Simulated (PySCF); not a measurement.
Compound: thiepane, C₆H₁₂S.
Numbering: `[CH2:1]1[CH2:2][CH2:3][CH2:4][S:5][CH2:6][CH2:7]1` (hydrogens: H8, H9 on C1; H10, H11 on C2; H12, H13 on C3; H14, H15 on C4; H16, H17 on C6; H18, H19 on C7)

The same species was optimised twice, with GFN2-xTB and with PBE0-D3(BJ)/def2-SVP (PySCF), and the same property calculations (PySCF, gas phase) were run on both structures.

```
  coordinate  GFN2-xTB  PBE0-D3(BJ)/def2-SVP  change
   C4–S5 (Å)     1.823                 1.817  -0.006
   S5–C6 (Å)     1.822                 1.816  -0.006
   C1–C7 (Å)     1.530                 1.527  -0.003
   C2–C3 (Å)     1.531                 1.529  -0.002
   C6–C7 (Å)     1.525                 1.526  +0.001
   C1–C2 (Å)     1.534                 1.533  -0.001
   C3–C4 (Å)     1.521                 1.521   0.000
S5–C6–C7 (°)     114.0                 115.9    +1.9
C2–C3–C4 (°)     114.8                 116.6    +1.8
C3–C4–S5 (°)     114.7                 116.4    +1.7
C1–C2–C3 (°)     113.1                 114.6    +1.5
C2–C1–C7 (°)     114.9                 116.4    +1.5
C1–C7–C6 (°)     114.3                 115.8    +1.5
C4–S5–C6 (°)      99.1                  99.0    -0.1
```

Rotational constants: A = 2610, B = 2407, C = 1460 MHz (GFN2-xTB) against A = 2626, B = 2334, C = 1427 MHz (PBE0-D3(BJ)/def2-SVP). Point groups within 0.08 Å: C1 and C1.

On the GFN2-xTB structure: isotropic polarisability (au) 90.0 [B3LYP/def2-SVPD]; HOMO (eV) -5.97 [B3LYP/def2-SVPD]; LUMO (eV) 0.39 [B3LYP/def2-SVPD]; dipole (D) 1.79 [B3LYP/def2-SVPD]; HOMO (eV) -6.21 [PBE0/pcSseg-1]; LUMO (eV) 1.22 [PBE0/pcSseg-1]; dipole (D) 1.79 [PBE0/pcSseg-1]; GIAO shielding of C1/C2 (mean) (ppm) 157.8 [PBE0/pcSseg-1]; GIAO shielding of C3/C7 (mean) (ppm) 152.0 [PBE0/pcSseg-1]; GIAO shielding of C4/C6 (mean) (ppm) 143.5 [PBE0/pcSseg-1]; GIAO shielding of S5 (ppm) 531.6 [PBE0/pcSseg-1].

Question: What do these properties become on the PBE0-D3(BJ)/def2-SVP structure?

Answer: 
```csv
property,level,on GFN2-xTB,on PBE0-D3(BJ)/def2-SVP,change
isotropic polarisability (au),B3LYP/def2-SVPD,90.0,91.2,+1.2
HOMO (eV),B3LYP/def2-SVPD,-5.97,-6.02,-0.05
LUMO (eV),B3LYP/def2-SVPD,0.39,0.36,-0.03
dipole (D),B3LYP/def2-SVPD,1.79,1.79,0.00
"energy, GFN2-xTB geometry as zero (kcal/mol)",B3LYP/def2-SVPD,0.0,-1.4,-1.4
HOMO (eV),PBE0/pcSseg-1,-6.21,-6.25,-0.04
LUMO (eV),PBE0/pcSseg-1,1.22,1.23,+0.01
dipole (D),PBE0/pcSseg-1,1.79,1.79,0.00
"energy, GFN2-xTB geometry as zero (kcal/mol)",PBE0/pcSseg-1,0.0,-1.0,-1.0
GIAO shielding of C1/C2 (mean) (ppm),PBE0/pcSseg-1,157.8,156.5,-1.3
GIAO shielding of C3/C7 (mean) (ppm),PBE0/pcSseg-1,152.0,150.5,-1.5
GIAO shielding of C4/C6 (mean) (ppm),PBE0/pcSseg-1,143.5,143.1,-0.4
GIAO shielding of S5 (ppm),PBE0/pcSseg-1,531.6,530.0,-1.6
```

The heavy atoms differ by 0.033 Å rms after alignment. Among bonds between heavy atoms C4–S5 and S5–C6 change most and about equally (-0.006 Å). Changes are differences of the printed values. Neither structure is proved a minimum here.
